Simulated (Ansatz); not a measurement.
Consider the formal exchange of groups at the Si–F bond: `CN[SiH](F)S` + `C=CC(F)(F)Cl` → `CN[SiH](S)Cl` + `C=CC(F)(F)F`.

Isolated molecules relaxed with PBE0-D4/def2-TZVP in Ansatz; ΔE leaves out vibrations. CCSD(T)/CBS is the MP2 limit (def2-TZVPP, def2-QZVPP) plus CCSD(T) − MP2 in def2-TZVPP, frozen cores. DFT in def2-TZVPP. Each species was taken in one conformer, which may not be the lowest.

CCSD(T)/CBS gives +8.4 kJ/mol.

Problem. Another level gave +4.3 kJ/mol. Which?
A. PBE0/def2-TZVPP
B. HF/def2-TZVPP
C. SCS-MP2/def2-TZVPP
D. PBE/def2-TZVPP

Solution. D. PBE 4.3, HF/def2-TZVPP -5.7, SCS-MP2/def2-TZVPP 8.8, PBE0 -0.6 kJ/mol.

Largest T1 diagnostic among the species: 0.012.

In def2-TZVPP, CCSD(T) changes the Hartree–Fock value by +11.2 kJ/mol (the triples alone add +1.4 kJ/mol) and MP2 by +13.7 kJ/mol. From PBE to PBE0 (25 % exact exchange), in def2-TZVPP and without D4, ΔE moves by −4.9 kJ/mol.

CCSD(T)/CBS has its own doubt, a few kJ/mol and more with outer-core shells, so smaller differences from it don't rank the levels.
